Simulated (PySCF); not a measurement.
**Diatomics of C with group 11**

PBE with triple-zeta basis sets in PySCF, for the lowest determinant that a PBE0 search found; no spin–orbit coupling. De refers to high-spin ground-configuration atoms. A positive dipole means M(−)C(+).

| M | basis | state (unpaired electrons) | Re (Å) | ωe (cm⁻¹) | De (eV) | μ (D) |
| --- | --- | --- | --- | --- | --- | --- |
| Cu | def2-TZVPP | quartet (σ ↑, π ↑↑) | 1.774 | 636 | 2.61 | -3.25 |
| Ag | x2c-TZVPPall | quartet (σ ↑, π ↑↑) | 1.986 | 506 | 1.99 | -3.45 |
| Au | def2-TZVPP | doublet (π ↑) | 1.854 | 710 | 3.51 | -1.60 |

The shortest bond is that of CuC (1.774 Å), the longest that of AgC (1.986 Å). AuC is bound most strongly (3.51 eV) and AgC least (1.99 eV).

The rows differ in basis set, which adds steps of its own.

The state changes along the series, so neighbouring rows are not always alike in their bonding.

These are scalar-relativistic numbers at best; spin–orbit coupling would shift them, the dissociation energy most. The state is the lowest single determinant that the PBE0 search found; with open d or f shells the true ground state can be another one.
